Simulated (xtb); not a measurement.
C6H14GaO2, charge +1, singlet, from a rough starting geometry (GFN-xTB shapes and energies of metal compounds can be far from the true ones); GFN2-xTB run with xtb.

Input for xtb:
```
$ xtb mol.xyz --gfn 2 --chrg 1 --opt vtight --json

# file mol.xyz
23

Ga     0.01461891     0.00866369    -0.01998270
O     -0.14516594    -0.54646241     1.67714018
C     -1.03476538    -0.19452665     2.68018885
C     -0.91598294    -1.33613459     3.71416426
C     -2.41767039    -0.11316564     2.17417259
H     -0.67570569     0.71522499     3.20510521
H     -1.24901693    -2.34429959     3.22434174
H     -1.50313256    -1.20824686     4.52592553
H      0.15152423    -1.48221088     3.99641041
H     -2.46752086     0.74267630     1.38545323
H     -2.80996312    -0.99527555     1.77692218
H     -3.18486642     0.19934480     2.98316284
O      0.15479262     0.03986213    -1.79806867
C      1.03395141     0.82842799    -2.54901702
C      0.93253025     0.13288075    -3.89468964
C      2.46062979     0.95297186    -2.02988456
H      0.63838108     1.88749310    -2.69879656
H      1.41832079    -0.91723404    -3.78868796
H      1.51193737     0.64013028    -4.64996712
H     -0.07438629     0.03126106    -4.28560580
H      2.38443757     1.40415922    -1.03425017
H      2.84978412    -0.03352585    -1.91364495
H      3.11799170     1.59168497    -2.60601582
```

Task: What does xtb print? Leave out banner, timings and long lists.

Result: 
```
   ID    Z sym.   atoms
    1   31 Ga     1
    2    8 O      2, 13
    3    6 C      3-5, 14-16
    4    1 H      6-12, 17-23

           -------------------------------------------------
          |                Calculation Setup                |
           -------------------------------------------------

           -------------------------------------------------
          |                 G F N 2 - x T B                 |
           -------------------------------------------------

          ...................................................
          :                      SETUP                      :
          :.................................................:
          :  # basis functions                  56          :
          :  # atomic orbitals                  55          :
          :  # shells                           33          :
          :  # electrons                        52          :
          :  max. iterations                   250          :
          :  Hamiltonian                  GFN2-xTB          :
          :  restarted?                      false          :
          :  GBSA solvation                  false          :
          :  PC potential                    false          :
          :  electronic temp.          300.0000000     K    :
          :  accuracy                    1.0000000          :
          :  -> integral cutoff          0.2500000E+02      :
          :  -> integral neglect         0.1000000E-07      :
          :  -> SCF convergence          0.1000000E-05 Eh   :
          :  -> wf. convergence          0.1000000E-03 e    :
          :  Broyden damping             0.4000000          :
          :  net charge                          1          :
          :  unpaired electrons                  0          :
          ...................................................

 iter      E             dE          RMSdq      gap      omega  full diag
   1    -29.1650086 -0.291650E+02  0.740E+00    1.63       0.0  T
   2    -29.2105926 -0.455840E-01  0.437E+00    1.53       1.0  T
   3    -29.1956185  0.149740E-01  0.202E+00    1.13       1.0  T
   4    -29.1953878  0.230739E-03  0.119E+00    1.26       1.0  T
   5    -29.2131364 -0.177486E-01  0.707E-01    1.40       1.0  T
   6    -29.2147609 -0.162449E-02  0.354E-01    1.38       1.0  T
   7    -29.2149425 -0.181639E-03  0.104E-01    1.45       1.0  T
   8    -29.2150327 -0.902064E-04  0.138E-02    1.43       1.5  T
   9    -29.2150352 -0.251196E-05  0.805E-03    1.43       2.6  T
  10    -29.2150353 -0.419403E-07  0.512E-03    1.43       4.1  T
  11    -29.2150353 -0.436157E-07  0.873E-04    1.43      23.9  T
  12    -29.2150353 -0.629523E-09  0.292E-04    1.43      71.4  T

   *** convergence criteria satisfied after 12 iterations ***

         :::::::::::::::::::::::::::::::::::::::::::::::::::::
         ::                     SUMMARY                     ::
         :::::::::::::::::::::::::::::::::::::::::::::::::::::
         :: total energy             -28.908246572581 Eh    ::
         :: gradient norm              0.172920179313 Eh/a0 ::
         :: HOMO-LUMO gap              1.426097355066 eV    ::
         ::.................................................::
         :: SCC energy               -29.215065702891 Eh    ::
         :: -> isotropic ES            0.108506452476 Eh    ::
         :: -> anisotropic ES         -0.004322192039 Eh    ::
         :: -> anisotropic XC          0.011534368824 Eh    ::
         :: -> dispersion             -0.012941073299 Eh    ::
         :: repulsion energy           0.306819130310 Eh    ::
         :: add. restraining           0.000000000000 Eh    ::
         :: total charge               1.000000000000 e     ::
         :::::::::::::::::::::::::::::::::::::::::::::::::::::

      -----------------------------------------------------------
     |                   =====================                   |
[...]
 * total energy  :   -28.9333754 Eh     change       -0.2747772E-05 Eh
 * total energy  :   -28.9333777 Eh     change       -0.2298793E-05 Eh
 * total energy  :   -28.9333792 Eh     change       -0.1501939E-05 Eh
 * total energy  :   -28.9333800 Eh     change       -0.7247254E-06 Eh
 * total energy  :   -28.9333804 Eh     change       -0.4807054E-06 Eh
 * total energy  :   -28.9333809 Eh     change       -0.5008899E-06 Eh
 * total energy  :   -28.9333815 Eh     change       -0.5825197E-06 Eh
 * total energy  :   -28.9333820 Eh     change       -0.4952971E-06 Eh
 * total energy  :   -28.9333823 Eh     change       -0.3179637E-06 Eh
 * total energy  :   -28.9333825 Eh     change       -0.1791024E-06 Eh
 * total energy  :   -28.9333826 Eh     change       -0.1336938E-06 Eh
 * total energy  :   -28.9333827 Eh     change       -0.9744236E-07 Eh
   *** GEOMETRY OPTIMIZATION CONVERGED AFTER 21 ITERATIONS ***
         :: total energy             -28.933382747211 Eh    ::
[...]
     7   1 H        0.925     0.092     1.862     2.134
     8   1 H        0.925     0.106     1.733     2.058
     9   1 H        0.925     0.092     1.861     2.133
    10   1 H        0.923     0.084     1.939     2.178
    11   1 H        0.924     0.093     1.851     2.128
    12   1 H        0.925     0.097     1.813     2.106
    13   8 O        1.610    -0.244    18.075     5.738
    14   6 C        3.766     0.127    18.557     6.140
    15   6 C        3.754    -0.118    22.809     6.810
    16   6 C        3.751    -0.127    22.999     6.839
    17   1 H        0.924     0.080     1.981     2.201
    18   1 H        0.925     0.092     1.862     2.134
    19   1 H        0.925     0.106     1.733     2.058
    20   1 H        0.925     0.092     1.861     2.133
    21   1 H        0.923     0.084     1.939     2.178
    22   1 H        0.924     0.093     1.851     2.127
    23   1 H        0.925     0.097     1.813     2.106

 Mol. C6AA /au·bohr⁶  :       4765.364685
 Mol. C8AA /au·bohr⁸  :     160942.876778
 Mol. α(0) /au        :        114.000994

Wiberg/Mayer (AO) data.
largest (>0.10) Wiberg bond orders for each atom

 ---------------------------------------------------------------------------
     #   Z sym  total        # sym  WBO       # sym  WBO       # sym  WBO
 ---------------------------------------------------------------------------
     1  31 Ga   2.820 --     2 O    1.123    13 O    1.123
     2   8 O    2.378 --     1 Ga   1.123     3 C    0.956    13 O    0.163
     3   6 C    3.903 --     5 C    0.999     2 O    0.956     6 H    0.951
                             4 C    0.908
     4   6 C    3.903 --     9 H    0.979     7 H    0.978     8 H    0.942
                             3 C    0.908
     5   6 C    3.977 --     3 C    0.999    12 H    0.971    11 H    0.963
                            10 H    0.917
     6   1 H    0.993 --     3 C    0.951
     7   1 H    0.992 --     4 C    0.978
     8   1 H    0.972 --     4 C    0.942
     9   1 H    0.992 --     4 C    0.979
    10   1 H    0.990 --     5 C    0.917
    11   1 H    0.991 --     5 C    0.963
    12   1 H    0.989 --     5 C    0.971
    13   8 O    2.378 --     1 Ga   1.123    14 C    0.956     2 O    0.163
    14   6 C    3.903 --    16 C    0.999    13 O    0.956    17 H    0.951
                            15 C    0.908
    15   6 C    3.903 --    20 H    0.979    18 H    0.978    19 H    0.942
                            14 C    0.908
    16   6 C    3.977 --    14 C    0.999    23 H    0.971    22 H    0.963
                            21 H    0.917
    17   1 H    0.993 --    14 C    0.951
    18   1 H    0.992 --    15 C    0.978
    19   1 H    0.972 --    15 C    0.942
    20   1 H    0.992 --    15 C    0.979
    21   1 H    0.990 --    16 C    0.917
    22   1 H    0.991 --    16 C    0.963
    23   1 H    0.989 --    16 C    0.971
 ---------------------------------------------------------------------------

Topologies differ in total number of bonds
Writing topology from bond orders to xtbtopo.mol

molecular dipole:
                 x           y           z       tot (Debye)
 q only:       -0.006       0.447       0.088
   full:       -0.016       0.642       0.124       1.663
molecular quadrupole (traceless):
                xx          xy          yy          xz          yz          zz
 q only:       -6.181       4.752     -18.130     -22.100      -9.236      24.310
  q+dip:       -5.482       4.399     -15.552     -20.712      -8.048      21.034
   full:       -5.318       4.100     -14.074     -19.477      -7.389      19.393

optimized geometry written to: xtbopt.xyz

           -------------------------------------------------
          | TOTAL ENERGY              -28.933382747211 Eh   |
          | GRADIENT NORM               0.000042362862 Eh/α |
          | HOMO-LUMO GAP               1.538408043421 eV   |
           -------------------------------------------------
```
